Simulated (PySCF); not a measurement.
Isomers of C2H13NOSi4, mass 179.007 u with the commonest isotopes. The calculation used PBE0/pcSseg-1 in PySCF (dipole) on a GFN2-xTB geometry, gas phase. One conformer each, none proved a minimum here; rigid rotors.

Question: Order these by radius of gyration √(Σ m r²/M), smallest first.
A. `[CH3:1][C:2](=[O:3])[NH:4][Si@@H:5]([SiH3:6])[SiH2:7][SiH3:8]` with C1–C2–N4–Si5 -177°, C2–N4–Si5–Si6 -12°, N4–Si5–Si7–Si8 19°
B. `[SiH3:1]/[CH:2]=[C:3](/[SiH3:4])[O:5][SiH2:6][NH:7][SiH3:8]` with C2–C3–O5–Si6 -141°, C3–O5–Si6–N7 -62°, O5–Si6–N7–Si8 171°
C. `[CH3:1][SiH2:2][Si@H:3]([NH:4][SiH3:5])[SiH2:6][CH:7]=[O:8]` with C1–Si2–Si3–N4 88°, Si2–Si3–N4–Si5 -177°, Si2–Si3–Si6–C7 -45°, Si3–Si6–C7–O8 16°

Answer: C (2.506 Å), A (2.541 Å), B (2.727 Å).

Question: Order these by rotational constant C, smallest first.
A. `[CH3:1][SiH2:2][Si@H:3]([NH:4][SiH3:5])[SiH2:6][CH:7]=[O:8]` with C1–Si2–Si3–N4 88°, Si2–Si3–N4–Si5 -177°, Si2–Si3–Si6–C7 -45°, Si3–Si6–C7–O8 16°
B. `[CH3:1][C:2](=[O:3])[NH:4][Si@@H:5]([SiH3:6])[SiH2:7][SiH3:8]` with C1–C2–N4–Si5 -177°, C2–N4–Si5–Si6 -12°, N4–Si5–Si7–Si8 19°
C. `[SiH3:1]/[CH:2]=[C:3](/[SiH3:4])[O:5][SiH2:6][NH:7][SiH3:8]` with C2–C3–O5–Si6 -141°, C3–O5–Si6–N7 -62°, O5–Si6–N7–Si8 171°

Answer: C (384.8 MHz), B (456.0 MHz), A (478.8 MHz).

Question: Order these by out-of-plane moment Σ m c² = (Ia + Ib − Ic)/2, smallest first.
A. `[CH3:1][SiH2:2][Si@H:3]([NH:4][SiH3:5])[SiH2:6][CH:7]=[O:8]` with C1–Si2–Si3–N4 88°, Si2–Si3–N4–Si5 -177°, Si2–Si3–Si6–C7 -45°, Si3–Si6–C7–O8 16°
B. `[SiH3:1]/[CH:2]=[C:3](/[SiH3:4])[O:5][SiH2:6][NH:7][SiH3:8]` with C2–C3–O5–Si6 -141°, C3–O5–Si6–N7 -62°, O5–Si6–N7–Si8 171°
C. `[CH3:1][C:2](=[O:3])[NH:4][Si@@H:5]([SiH3:6])[SiH2:7][SiH3:8]` with C1–C2–N4–Si5 -177°, C2–N4–Si5–Si6 -12°, N4–Si5–Si7–Si8 19°

Answer: B (17.42 u·Å²), C (47.75 u·Å²), A (68.36 u·Å²).

```csv
SMILES,point group,Ia (u·Å²),Ib (u·Å²),Ic (u·Å²),κ,μa (D),μb (D),μc (D)
CC(=O)N[Si@@H]([SiH3])[SiH2][SiH3],C1,418.90,784.86,1108.25,-0.50,2.14,2.37,1.54
C[SiH2][Si@H](N[SiH3])[SiH2]C=O,C1,422.33,769.97,1055.58,-0.51,1.19,0.51,0.99
[SiH3]/C=C(/[SiH3])O[SiH2]N[SiH3],C1,291.42,1056.95,1313.52,-0.86,1.36,0.97,0.20
```
